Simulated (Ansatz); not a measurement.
Geometry optimisation, RKS PBE/def2-SVP in Ansatz 0.2.0.

input.yaml

```yaml
crystal:
  periodic: [false, false, false]
  atoms:
    - { symbol: Al, position_ang: [-0.678146, -0.22646, -1.483253] }
    - { symbol: F, position_ang: [0.697497, 0.833136, -1.513993] }
    - { symbol: Cl, position_ang: [-0.341028, -2.279912, -1.640356] }
    - { symbol: Cl, position_ang: [-2.586091, 0.612065, -1.59458] }
    - { symbol: H, position_ang: [0.834246, 1.159062, 0.633903] }
    - { symbol: O, position_ang: [0.260847, 0.808071, 1.345485] }
    - { symbol: O, position_ang: [1.004595, -0.421616, 1.648238] }
    - { symbol: H, position_ang: [0.807981, -0.484247, 2.604555] }
basis:
  gaussian: { orbitals: def2-SVP }
hamiltonian:
  xc: pbe
relax:
  f_tol: 0.03
  max_steps: 50
```

Command:

```bash
$ ansatz run input.yaml --threads 2 --pin off --max-ram 3072MiB --backend cpu --events-out ev --progress --plain --runs-dir out
```

Task: Where does it end, and by what steps?

Result: The run converged. After 42 steps the energy has fallen by 0.947 eV; H5 moved furthest, 1.94 Å. Joined: Al1–O6.

```tsv
step	energy less start (eV)	largest force component (eV/Å)	accepted
0	0.0000	1.178	yes
2	-0.3439	1.524	yes
4	-0.6372	1.123	yes
6	-0.7359	0.129	yes
8	-0.7495	0.179	yes
10	-0.7584	0.248	yes
12	-0.7627	0.205	yes
14	-0.7661	0.054	yes
16	-0.7675	0.156	yes
18	-0.7692	0.044	yes
20	-0.7660	0.508	no
22	-0.7756	0.251	yes
24	-0.7911	0.507	yes
26	-0.8056	1.564	no
28	-0.8558	0.294	yes
30	-0.8649	0.862	no
32	-0.8773	0.427	yes
34	-0.8879	0.326	yes
36	-0.9121	0.566	yes
38	-0.9391	0.223	yes
40	-0.9443	0.298	yes
42	-0.9475	0.014	yes
```

```xyz
8
Properties=species:S:1:pos:R:3
Al -0.301 0.044 -1.041
F -0.124 1.478 -1.882
Cl 0.630 -1.706 -1.800
Cl -2.125 -0.174 0.071
H 1.328 -0.714 0.702
O 0.901 0.158 0.528
O 0.328 0.560 1.800
H -0.637 0.355 1.622
```

Whether the end is a true minimum wasn't checked by a vibrational analysis.

Run time: 71 s on 2 threads of AMD EPYC 7B13 (Zen 3) (shared host), peak memory 0.17 GiB.
